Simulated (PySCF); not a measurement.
H3Al, charge -1, doublet, geometry from GFN2-xTB (such geometries of metal compounds can be far from the true shape) (a state made from the parent by changing its charge; the spin is typed, not shown lowest) (in this run its highest filled SCF level lies above zero, so its values depend strongly on the basis, on diffuse functions most of all); PySCF with B3LYP/cc-pVDZ, TDA.

The PySCF input:
```python
from pyscf import gto, scf, dft, tdscf

mol = gto.M(
    atom='''
Al   -0.130447   -0.018369    0.055497
H     1.178982   -0.350563    1.059666
H     0.258353    1.528535   -0.482308
H     0.258476   -0.939168   -1.298822
''',
    basis='cc-pvdz',
    charge=-1,
    spin=1,
    verbose=4,
)

mf = dft.UKS(mol)
mf.xc = 'b3lyp'
mf.kernel()
td = mf.TDA()
td.nstates = 5
td.kernel()
td.analyze()
```

What the program printed (banner, timings and long lists left out):

```
PySCF version 2.14.0

[INPUT] verbose = 4
[INPUT] num. atoms = 4
[INPUT] num. electrons = 17
[INPUT] charge = -1
[INPUT] spin (= nelec alpha-beta = 2S) = 1
[INPUT] symmetry False subgroup None
[INPUT] Mole.unit = angstrom
[INPUT] Symbol           X                Y                Z      unit          X                Y                Z       unit  Magmom
[INPUT]  1 Al    -0.130447000000  -0.018369000000   0.055497000000 AA   -0.246509103771  -0.034712379182   0.104874130735 Bohr   0.0
[INPUT]  2 H      1.178982000000  -0.350563000000   1.059666000000 AA    2.227953085792  -0.662468059406   2.002478523513 Bohr   0.0
[INPUT]  3 H      0.258353000000   1.528535000000  -0.482308000000 AA    0.488216413460   2.888512521812  -0.911430027687 Bohr   0.0
[INPUT]  4 H      0.258476000000  -0.939168000000  -1.298822000000 AA    0.488448849773  -1.774770304956  -2.454417864560 Bohr   0.0

nuclear repulsion = 12.8715508017711
number of shells = 14
number of NR pGTOs = 62
number of NR cGTOs = 33
basis = cc-pvdz
ecp = {}

******** <class 'pyscf.dft.uks.UKS'> ********
method = UKS
initial guess = minao
damping factor = 0
level_shift factor = 0
DIIS = <class 'pyscf.scf.diis.CDIIS'>
diis_start_cycle = 1
diis_space = 8
diis_damp = 0
SCF conv_tol = 1e-09
SCF conv_tol_grad = None
SCF max_cycles = 50
direct_scf = True
direct_scf_tol = 1e-13
number electrons alpha = 9  beta = 8
XC library pyscf.dft.libxc version 7.1.2
    S. Lehtola, C. Steigemann, M. J. T. Oliveira, and M. A. L. Marques,  SoftwareX 7, 1–5 (2018)
XC functionals = b3lyp
    P. J. Stephens, F. J. Devlin, C. F. Chabalowski, and M. J. Frisch,  J. Phys. Chem. 98, 11623 (1994)
radial grids:
    Treutler-Ahlrichs [JCP 102, 346 (1995); DOI:10.1063/1.469408] (M4) radial grids

becke partition: Becke, JCP 88, 2547 (1988); DOI:10.1063/1.454033
pruning grids: <function nwchem_prune>
grids dens level: 3
symmetrized grids: False
atomic radii adjust function: <function treutler_atomic_radii_adjust>
small_rho_cutoff = 0
Set gradient conv threshold to 3.16228e-05
tot grids = 48608
init E= -243.921196621546

cycle= 1 E= -244.191965549761  delta_E= -0.271  |g|= 0.142  |ddm|= 0.927
cycle= 2 E= -244.211814311756  delta_E= -0.0198  |g|= 0.0713  |ddm|= 0.414
cycle= 3 E= -244.218180560253  delta_E= -0.00637  |g|= 0.00751  |ddm|= 0.127
cycle= 4 E= -244.218251030898  delta_E= -7.05e-05  |g|= 0.00229  |ddm|= 0.0172
cycle= 5 E= -244.218258132424  delta_E= -7.1e-06  |g|= 0.000566  |ddm|= 0.00555
cycle= 6 E= -244.218258535636  delta_E= -4.03e-07  |g|= 9.01e-05  |ddm|= 0.00116
cycle= 7 E= -244.218258558799  delta_E= -2.32e-08  |g|= 2.2e-05  |ddm|= 0.000283
cycle= 8 E= -244.218258560192  delta_E= -1.39e-09  |g|= 3.74e-06  |ddm|= 8.3e-05
cycle= 9 E= -244.218258560228  delta_E= -3.6e-11  |g|= 7.07e-07  |ddm|= 1.65e-05
Extra cycle  E= -244.218258560229  delta_E= -1.19e-12  |g|= 2.54e-07  |ddm|= 2.34e-06
converged SCF energy = -244.218258560229  <S^2> = 0.75104196  2S+1 = 2.0010417

******** <class 'pyscf.tdscf.uks.TDA'> for <class 'pyscf.dft.uks.UKS'> ********
nstates = 5
deg_eia_thresh = 1.000e-03
wfnsym = None
conv_tol = 1e-05
eigh lindep = 1e-12
eigh level_shift = 0
eigh max_cycle = 100

Excitation energies (eV)
[3.64050859 3.64052608 4.20254932 4.20255438 6.00343784]

** Excitation energies and oscillator strengths **
Excited State   1:      3.64051 eV    340.57 nm  f=0.0014
       7b ->    9b      0.58080
       8b ->    9b     -0.80247
Excited State   2:      3.64053 eV    340.57 nm  f=0.0014
       7b ->    9b     -0.80247
       8b ->    9b     -0.58080
Excited State   3:      4.20255 eV    295.02 nm  f=0.0872
       9a ->   10a      0.98841
Excited State   4:      4.20255 eV    295.02 nm  f=0.0872
       9a ->   11a     -0.98841
Excited State   5:      6.00344 eV    206.52 nm  f=0.0022
       7a ->   10a      0.29920
       7a ->   11a     -0.43478
       8a ->   10a      0.43479
       8a ->   11a      0.29920
       6b ->    9b      0.36335
       7b ->   10b     -0.10395
       7b ->   11b      0.36692
       8b ->   10b      0.36693
       8b ->   11b      0.10395

** Transition electric dipole moments (AU) **
state          X           Y           Z        Dip. S.      Osc.
  1         0.0384      0.0529      0.1078      0.0159      0.0014
  2        -0.0344      0.1133     -0.0433      0.0159      0.0014
  3        -0.2305     -0.5291     -0.7168      0.8469      0.0872
  4        -0.2975      0.7436     -0.4532      0.8469      0.0872
  5         0.1127      0.0159     -0.0479      0.0152      0.0022

** Transition velocity dipole moments (imaginary part, AU) **
state          X           Y           Z        Dip. S.      Osc.
  1         0.0018      0.0025      0.0051      0.0000      0.0002
  2        -0.0016      0.0053     -0.0020      0.0000      0.0002
  3        -0.0210     -0.0482     -0.0653      0.0070      0.0303
  4        -0.0271      0.0677     -0.0413      0.0070      0.0303
  5         0.0259      0.0037     -0.0110      0.0008      0.0024

** Transition magnetic dipole moments (imaginary part, AU) **
state          X           Y           Z
  1         0.2081     -0.6858      0.2622
  2         0.2325      0.3201      0.6525
  3        -0.2263      0.5655     -0.3447
  4         0.1753      0.4024      0.5451
  5        -0.0000     -0.0000      0.0000
```
